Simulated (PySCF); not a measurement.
C2H4BFO2, SMILES CC(=O)B(O)F.

The structure is a stationary point at B3LYP-D3(BJ)/def2-SVP. This is a generated structure with no PubChem entry under its InChIKey; it may be hypothetical. Other conformers were not sampled.

The numbers are results of PySCF with r2SCAN/def2-TZVP, not measurements.

Symmetry labels are those of the subgroup Cs that the program uses (full group Cs).

Computed valence orbital energies around the gap with their symmetry:
```json
[
 {"orbital": "HOMO−7", "symmetry": "A'", "energy (eV)": "-11.42"},
 {"orbital": "HOMO−6", "symmetry": "A\"", "energy (eV)": "-11.36"},
 {"orbital": "HOMO−5", "symmetry": "A'", "energy (eV)": "-10.74"},
 {"orbital": "HOMO−4", "symmetry": "A'", "energy (eV)": "-10.55"},
 {"orbital": "HOMO−3", "symmetry": "A\"", "energy (eV)": "-9.75"},
 {"orbital": "HOMO−2", "symmetry": "A'", "energy (eV)": "-9.26"},
 {"orbital": "HOMO−1", "symmetry": "A\"", "energy (eV)": "-9.15"},
 {"orbital": "HOMO", "symmetry": "A'", "energy (eV)": "-6.28"},
 {"orbital": "LUMO", "symmetry": "A\"", "energy (eV)": "-2.92"},
 {"orbital": "LUMO+1", "symmetry": "A'", "energy (eV)": "0.60"},
 {"orbital": "LUMO+2", "symmetry": "A\"", "energy (eV)": "1.07"},
 {"orbital": "LUMO+3", "symmetry": "A'", "energy (eV)": "1.72"}
]
```
